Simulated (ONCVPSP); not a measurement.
## Potentials for silicon (Si) compared

Generated with ld1.x 7.5 (TM, RRKJ, ultrasoft, PAW), atompaw 4.2 or ONCVPSP 4.0.1. The cutoff is in Ry: for ld1.x and atompaw files where the sum of valence levels is converged to 10 mRy in a Bessel basis, for ONCV files where the hardest occupied wave has 1 mHa per electron of residual kinetic energy. The error is the largest all-electron minus pseudo excitation energy over each file’s own four to seven test configurations (ionisations up to +4, promotions, holes and added fractions of an electron), all of which were solved. The labels leave out finer settings (local radius, basis sizes, second energies), which also bear on the numbers. Spin-polarised tests are not counted. The rows are a selection from randomly drawn settings: files with unsolved tests, undetermined cutoffs or missed reference levels are left out.

A true bound ghost makes a file unfit for plane-wave use even where its test errors are small: the radial tests pick states by their node count and pass the ghost by.

```csv
potential,cutoff (Ry),largest error (meV),bound ghosts
"ONCV, PBEsol, non-relativistic, rc 1.60/1.70/1.45 (spd), local smoothed, core correction no, reference 3s2 3p2, qcut 4.2/4.7/5.6, projectors 2/3/2",15,+72,p
"ONCV, PBE, non-relativistic, rc 1.00/1.10 (sp), local smoothed, core correction yes, reference 2s2 2p6 3s2 3p2, qcut 9.2/13.4, projectors 2/2",140,+2.9,none
"ONCV, PBE, scalar-relativistic, rc 1.95/1.70 (sp), local smoothed, core correction yes, reference 3s2 3p1, qcut 3.4/5.3, projectors 1/2",23,-68,none
"ONCV, PBE, scalar-relativistic, rc 1.05/0.76 (sp), local smoothed, core correction yes, reference 2s2 2p6 3s2 3p1, qcut 11.7/15.6, projectors 2/2",222,-1.4,none
"ONCV, PBE, scalar-relativistic, rc 1.05/0.70/0.85 (spd), local smoothed, core correction yes, reference 2s2 2p6 3s2, qcut 10/18.4/10.5, projectors 3/2/2",281,-316,none
```

Q: Fill in the row for Si: ONCV, Wu-Cohen, scalar-relativistic, rc 1.80/2.10 (sp), local smoothed, core correction yes, reference 3s2 3p2, qcut 4.1/4, projectors 1/2.

A: cutoff 15 Ry, largest error +16 meV, bound ghosts: none.

Q: Fill in the row for Si: ONCV, PBE, scalar-relativistic, rc 1.95/2.05/2.00 (spd), local smoothed, core correction no, reference 3s2 3p2, qcut 2.8/4/5.2, projectors 3/1/2.

A: cutoff 47 Ry, largest error +42 meV, bound ghosts: none.
